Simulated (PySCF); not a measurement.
Si(H)(I)2(OH) (H₂I₂OSi), SMILES I[SiH](O)I. The structure is a stationary point at PBE0-D3(BJ)/def2-SVP. The structure was generated by enumeration, and PubChem lists no compound with its InChIKey, so it may never have been made. The def2 effective core potentials stand for the cores of I; spin–orbit coupling is left out. The values are those of a single conformer.

Computed equilibrium geometry at PBE0-D3(BJ)/def2-SVP (PySCF confirms it by a frequency run) as Cartesian coordinates in Å, and its point group (one conformer of several):
point group Cs.
```xyz
6

Si     0.4679    -0.9815     0.0000
O     -0.3781    -2.3936     0.0000
I     -0.0386     0.3450    -1.9913
I     -0.0386     0.3450     1.9913
H      1.9026    -1.3353     0.0000
H     -1.3402    -2.3430     0.0000
```
